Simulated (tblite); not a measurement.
A tight-binding relaxation on `[GeH2]([CH2]B)[S]CB`.

Computed with GFN2-xTB geometry optimisation, gas phase (tblite 0.8.0). Start geometry: from a force field or distance geometry. The input is one job of a driver script: a line of settings, then coordinates in Å.

Command:
```bash
OMP_NUM_THREADS=1 python probes_run.py task.json out
```

Input:
```
{"job": {"kind": "relax", "xc": "GFN2-xTB", "basis": "xTB"}, "charge": 0, "multiplicity": 1}
B      3.554300     0.302300    -0.180500
C      2.438100    -0.589200     0.533100
S      0.987300    -0.798800    -0.517100
Ge    -0.779500    -0.459500     0.808800
C     -2.435800    -0.371600    -0.174200
B     -3.075700     1.068200    -0.077100
H      4.617100     0.304200     0.337400
H      3.173700     1.382800    -0.528100
H      2.106400     0.022800     1.411300
H      2.840100    -1.572200     0.846700
H     -0.823000    -1.667800     1.786500
H     -0.539100     0.881400     1.527500
H     -2.298600    -0.676500    -1.239100
H     -3.162600    -1.079300     0.279300
H     -2.499700     2.030400     0.332500
H     -4.110700     1.231800    -0.623500
```

Output:
```
step      E/eV     max force
  0    -461.92985    2.305
  1    -462.10694    1.784
  2    -462.29645    0.802
  3    -462.35172    0.647
  4    -462.39673    0.342
  5    -462.40908    0.292
  6    -462.42002    0.306
  7    -462.43179    0.377
  8    -462.44625    0.314
  9    -462.45649    0.226
... (91 lines left out)
101    -462.62462    0.019
102    -462.62469    0.024
103    -462.62477    0.025
104    -462.62483    0.015
105    -462.62486    0.012
106    -462.62488    0.012
107    -462.62491    0.017
108    -462.62495    0.018
109    -462.62498    0.013
110    -462.62499    0.009
```

«max force» is the largest atomic force in eV/Å.

Problem. From which step on does the largest force stay under 0.1 eV/Å, and how much energy is left to gain from there?

Solution. From step 85 (0.078 eV/Å), 3.6 meV above the end.

Summary of the converged run: energy lowered by 16.0 kcal/mol over 110 steps; largest atomic force 0.009 eV/Å at the end.

Problem. Where do the atoms end?

Solution. 0.511 Å rms from the input after alignment:
```
atom  x, y, z in Å
B1     3.5649    0.3705    0.0999
C2     2.3566   -0.5108    0.5563
S3     0.9585   -0.5823   -0.6548
Ge4   -0.7667   -0.3816    0.7183
C5    -2.4662   -0.3672   -0.3414
B6    -3.1087    1.0171   -0.0770
H7     4.6093    0.1761    0.5860
H8     3.4141    1.2266   -0.6771
H9     1.9643   -0.0650    1.4765
H10    2.6173   -1.5419    0.7934
H11   -0.7624   -1.5183    1.7444
H12   -0.5148    0.8542    1.5795
H13   -2.1700   -0.5448   -1.3748
H14   -3.0451   -1.2205    0.0097
H15   -2.8331    1.9317   -0.7517
H16   -3.8255    1.1653    0.8362
```

Time: 0.63 s. Hardware: Arm Neoverse V2, one thread, shared host with 32 logical CPUs at a one-minute load of 27.
Labels such as C1 count atoms from 1, the log's own numbers from 0.
